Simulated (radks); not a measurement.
Task: These are the eigenvalues of the occupied orbitals of an atom or ion with whole-number occupations (Ry). Calculated with a radial shooting solver on a logarithmic mesh with Libxc functionals: scalar-relativistic Kohn-Sham, SCAN, spin-polarised, spherical densities, finite nucleus; meta-GGA in the generalised Kohn-Sham scheme; Fermi nuclear charge, rms radius of each element as measured or else 0.836 A^(1/3) + 0.57 fm.

| orbital | eigenvalue |
|---|---|
| 1s up | -2969.777 |
| 1s down | -2969.732 |
| 2s up | -570.3175 |
| 2s down | -568.6700 |
| 2p up | -523.3247 |
| 2p down | -522.0436 |
| 3s up | -198.8345 |
| 3s down | -196.9360 |
| 3p up | -183.7933 |
| 3p down | -181.8145 |
| 3d up | -164.3941 |

Which element is it, and in what charge state? The configuration may be excited. Open shells, if any, are filled with parallel spins first.

Result: Z = 57, lanthanum, charge +34: La34+ in [Ar] 3d5. The list shows which subshells hold electrons but not how many an open one holds; the 1s level, -1484.9 hartree, gives Z - s = 54.5 by -(Z - s)^2/2, which with screening and relativity narrows Z to a few neighbours, and the depths of the outer levels then fix element, charge and occupations together.
